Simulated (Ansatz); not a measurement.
The pair A = stibine (SMILES [SbH3]) (first 4 atoms), B = C2H4 (SMILES C=C); geometry from B3LYP-D3(BJ)/def2-TZVP.
(charge 0, multiplicity 1):
```xyz
10

Sb     0.613    -0.141     0.647
H      1.195     0.487    -0.845
H      1.977     0.467     1.484
H     -0.280     1.288     0.952
C     -0.121     0.544     4.255
C     -0.275    -0.765     4.110
H      0.844     0.983     4.476
H     -0.953     1.230     4.152
H     -1.239    -1.204     3.885
H      0.558    -1.450     4.211
```

Frozen-core correlation. Filled d and f shells under p-block atoms count as core. MP2 and its Hartree–Fock in def2-QZVPPD are density fitted.

Run with Ansatz (a quantum-chemistry and plane-wave program) with Gaussian orbitals. Values without a source in brackets are computed. In def2 rows elements past Kr take small-core potentials, without spin–orbit coupling.

The counterpoise-corrected interaction energy is E(AB) − E(A in the pair's basis) − E(B in the pair's basis). Total energies (hartree):

| level | AB | A in the pair's basis | B in the pair's basis |
|---|---|---|---|
| HF/def2-TZVPPD | -319.0457831 | -240.9804782 | -78.0667001 |
| MP2/def2-TZVPPD | -319.5266621 | -241.1217189 | -78.4021430 |
| HF/def2-QZVPPD | -319.0512972 | -240.9823960 | -78.0702886 |
| MP2/def2-QZVPPD | -319.5625294 | -241.1337211 | -78.4257320 |
| CCSD(T)/def2-TZVPPD | -319.5987346 | -241.1549505 | -78.4416353 |

### Question
Work out the counterpoise-corrected interaction energy at the basis-set limit: extrapolate the MP2 correlation part as X⁻³, take Hartree–Fock from the larger set, and add the CCSD(T) − MP2 difference of def2-TZVPPD.

### Answer

1. Differences (1 hartree = 627.509 kcal/mol): HF/def2-TZVPPD 0.875; MP2/def2-TZVPPD -1.757; HF/def2-QZVPPD 0.871; MP2/def2-QZVPPD -1.930; CCSD(T)/def2-TZVPPD -1.348.
2. Correlation parts, MP2 less HF: -2.633 in def2-TZVPPD (X = 3), -2.801 in def2-QZVPPD (X = 4).
3. Limit (4³·(-2.801) − 3³·(-2.633))/(4³ − 3³) = -2.924; with HF/def2-QZVPPD it gives -2.053.
4. CCSD(T) less MP2 in def2-TZVPPD: 0.409.
Result: -1.64 kcal/mol, against -1.76 at MP2/def2-TZVPPD. It is an estimate of this method's limit, not of the exact value.
